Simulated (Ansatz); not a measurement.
The same path of ClH$_{6}$NSi$_{2}$ (10 atoms, charge 0, multiplicity 1) was run twice with different band settings. The coordinate that changes most is the dihedral Cl4–Si2–Si3–H8.

These are results of RKS r2SCAN-D4/def2-SVP in Ansatz 0.2.0, not measurements.

Relaxed end points:

```xyz
10
Properties=species:S:1:pos:R:3
N -0.471 1.659 -0.476
Si -0.079 0.025 -0.844
Si 0.679 -1.032 1.098
Cl -1.701 -1.149 -1.503
H -1.047 1.870 0.334
H -0.664 2.315 -1.228
H 0.887 0.050 -1.976
H 0.916 -2.485 0.844
H -0.378 -0.893 2.148
H 1.941 -0.410 1.606
```

```xyz
10
Properties=species:S:1:pos:R:3
N 0.662 1.438 -0.850
Si -0.401 0.090 -0.735
Si 0.182 -1.190 1.132
Cl -2.430 0.584 -0.440
H 0.844 2.012 -0.032
H 0.664 2.009 -1.692
H -0.344 -0.625 -2.040
H 1.559 -1.757 1.001
H -0.793 -2.306 1.321
H 0.141 -0.305 2.338
```

Common settings: spring 5.0 eV/Å²; optimiser quadratic models (default); start path IDPP; force threshold 0.05 eV/Å; iteration limit 60; end points relaxed.

| run | movable images | climbing image |
| --- | --- | --- |
| 1 | 7 | yes |
| 2 | 8 | no |

Problem. What does each run give, and how far can it be trusted?

Solution. Run 1: converged after 4 iterations, highest image 0.056 eV above the first end. A vibrational analysis at the climbing image gives one clearly imaginary mode, 110i cm⁻¹: a first-order saddle point.
Run 2: converged after 5 iterations, highest image 0.054 eV above the first end. No image climbed, so the highest image needn't sit at the top of the path.
